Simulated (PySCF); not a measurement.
# Telling isomers of C$_{6}$H$_{11}$P apart by NMR

- shielding tensors at PBE0/pcSseg-1 (GIAO)
- GFN2-xTB structure
- code: PySCF 2.14.0 with density-fitted response routines
- one conformer, gas phase, equivalent nuclei averaged, non-relativistic Hamiltonian

Referencing at the same level of theory: ¹H and ¹³C vs TMS. Splittings of carbon signals by F and P are missing where no couplings were computed. Where no couplings were computed, multiplicities follow the n + 1 count of equivalent neighbours, and m marks all less simple cases (inequivalent or close neighbours, rings, F or P nearby). Shifts are as computed. Against solution values, carbons near 30 ppm lie about +3 ppm off and those near 130 ppm about +5 ppm. Of 1211 compounds with measured shifts, 218 miss one by over three times the rms of a fit or turn the order of signals round; such compounds aren't used in these exercises.

(1) Tabulate the signals of `CC(C)(C)CC#P`, `C1CP2CCC1C2`, `CC1=C(C)CPC1` and their relative energies.

(2) What is the quickest way to tell CC(C)(C)CC#P from C1CP2CCC1C2?

(3) What is the quickest way to tell CC(C)(C)CC#P from CC1=C(C)CPC1?

(4) What is the quickest way to tell C1CP2CCC1C2 from CC1=C(C)CPC1?

Results:

(1) 
```json
{"SMILES": "CC(C)(C)CC#P", "carbon types": "2×C 1×CH2 3×CH3", "δC": "189.5, 46.7, 34.6, 30.3", "δH": "2.52 (m, 2H), 1.16 (s, 9H)", "E rel. (kcal/mol)": "33.6"}
{"SMILES": "C1CP2CCC1C2", "carbon types": "1×CH 5×CH2", "δC": "44.3, 36.6, 33.1, 27.6", "δH": "2.54 (m, 1H), 1.59 (m, 2H), 1.52 (m, 2H), 1.38 (m, 2H), 1.19 (m, 2H), 1.11 (m, 2H)", "E rel. (kcal/mol)": "0.0"}
{"SMILES": "CC1=C(C)CPC1", "carbon types": "2×C 2×CH2 2×CH3", "δC": "140.4, 38.5, 18.7", "δH": "3.10 (m, 1H), 2.43 (m, 4H), 1.89 (s, 6H)", "E rel. (kcal/mol)": "13.6"}
```

Energies are electronic energies at PBE0/pcSseg-1 on these geometries, without zero-point or thermal terms, each for the one conformer computed, which needn't be the lowest.

(2) Both give the same number of carbon signals, but DEPT or the intensities differ. The first has a carbon bonded to C, P (C) at 189.5 ppm, the second an sp3 CH in a ring at 44.3 ppm.

(3) Count the carbon signals: 4 against 3. The first has a quaternary sp3 carbon (C) at 34.6 ppm, the second a fully substituted alkene carbon (C) at 140.4 ppm. Their most deshielded carbons lie at 189.5 and 140.4 ppm. In the proton spectra the most deshielded non-exchanging signals are 2.52 (m, 2H) and 3.10 (m, 1H).

(4) Count the carbon signals: 4 against 3. The first has an sp3 CH in a ring at 44.3 ppm, the second a fully substituted alkene carbon (C) at 140.4 ppm. In the proton spectra the most deshielded non-exchanging signals are 2.54 (m, 1H) and 3.10 (m, 1H).
